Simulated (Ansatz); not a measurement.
Geometry optimisation, RKS B3LYP-D4/def2-SVP in Ansatz 0.2.0.

The input (input.yaml):

```yaml
crystal:
  periodic: [false, false, false]
  atoms:
    - { symbol: "N", position_ang: [-0.6502, 1.7186, 0.3682] }
    - { symbol: Si, position_ang: [-0.9172, -0.014, 0.2851] }
    - { symbol: O, position_ang: [0.2543, -0.7759, 1.2034] }
    - { symbol: Sn, position_ang: [1.1531, -1.2423, -0.5679] }
    - { symbol: H, position_ang: [0.2708, 1.9586, 0.0011] }
    - { symbol: H, position_ang: [-1.3535, 2.1879, -0.3486] }
    - { symbol: H, position_ang: [-2.2113, -0.5741, 0.5863] }
    - { symbol: H, position_ang: [0.9697, -2.9639, -0.8103] }
    - { symbol: H, position_ang: [2.5728, -0.3413, -0.7344] }
basis:
  gaussian: { orbitals: def2-SVP }
hamiltonian:
  xc: b3lyp
  dispersion: d4
relax:
  f_tol: 0.015
  max_steps: 40
output:
  orbitals: {}
```

Launched with:

```bash
$ ansatz run input.yaml --threads 2 --pin off --max-ram 3072MiB --backend cpu --events-out ev --progress --plain --runs-dir out
```

Q: Where does it end, and by what steps?

A: The forces met the threshold. After 12 steps the energy has fallen by 1.004 eV; H9 moved furthest, 0.57 Å.

```csv
step,energy less start (eV),largest force component (eV/Å),accepted
0,0.0000,2.815,yes
1,-0.6155,1.502,yes
2,-0.8249,0.972,yes
3,-0.9130,0.968,yes
4,-0.9528,0.965,yes
5,-0.9508,0.544,no
6,-0.9962,0.312,yes
7,-1.0018,0.115,yes
8,-1.0026,0.097,yes
9,-1.0035,0.043,yes
10,-1.0035,0.048,no
11,-1.0036,0.030,yes
12,-1.0037,0.006,yes
```

```xyz
9
Properties=species:S:1:pos:R:3
N -0.804 1.760 0.249
Si -0.744 0.067 0.330
O 0.426 -0.656 1.159
Sn 1.048 -1.405 -0.860
H 0.023 2.343 0.327
H -1.624 2.269 -0.068
H -2.139 -0.433 0.261
H 1.192 -3.114 -0.551
H 2.710 -0.878 -0.865
```

The run took 41 s on 2 threads of Arm Neoverse V1, on a shared host, peak memory 0.22 GiB.
